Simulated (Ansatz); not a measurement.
## Ligand exchange: SiH2(SiH3)F + Cd(CH3)(NH2) → SiH2(NH2)(SiH3) + Cd(CH3)F

Species: SiH2(SiH3)F, singlet; Cd(CH3)(NH2), singlet; SiH2(NH2)(SiH3), singlet; Cd(CH3)F, singlet. The partners trade F for NH2: Si–F and Cd–NH2 bonds give way to Si–NH2 and Cd–F.

Shapes, held fixed at every level: PBE0-D4/def2-TZVP. Flexible molecules stand in one conformer, not always the lowest. Programs: Ansatz 0.2.0. Electronic energies: no zero-point or thermal term.

Task: Estimate ΔE of this reaction.

Result: The highest level, CCSD(T)/def2-TZVPP, gives ΔE = +23.4 kJ/mol; the levels span -5.4 to +23.4. They disagree on the sign: 7 of 8 are positive. The column of differences is taken from that level and isn't an error. No measured value is set beside it here. For atoms past krypton def2 sets carry core potentials with scalar relativity. Outer-core shells of Cd are correlated in most correlated rows, in sets that cover them unevenly.

```csv
level,kind,ΔE (kJ/mol),less CCSD(T)/def2-TZVPP
HF/def2-SVP,Hartree–Fock,-5.4,-28.8
PBE-D4/def2-TZVPP,GGA,+9.9,-13.5
PBE0-D4/def2-TZVPP,global hybrid,+11.0,-12.4
r2SCAN0-D4/def2-TZVPP,global hybrid,+12.8,-10.6
wB97M-V/def2-TZVPP,range-separated hybrid,+13.9,-9.5
B2PLYP/def2-TZVPP,double hybrid,+18.5,-4.9
CCSD/def2-TZVPP,coupled cluster or CI,+21.8,-1.6
CCSD(T)/def2-TZVPP,coupled cluster or CI,+23.4,0.0
```
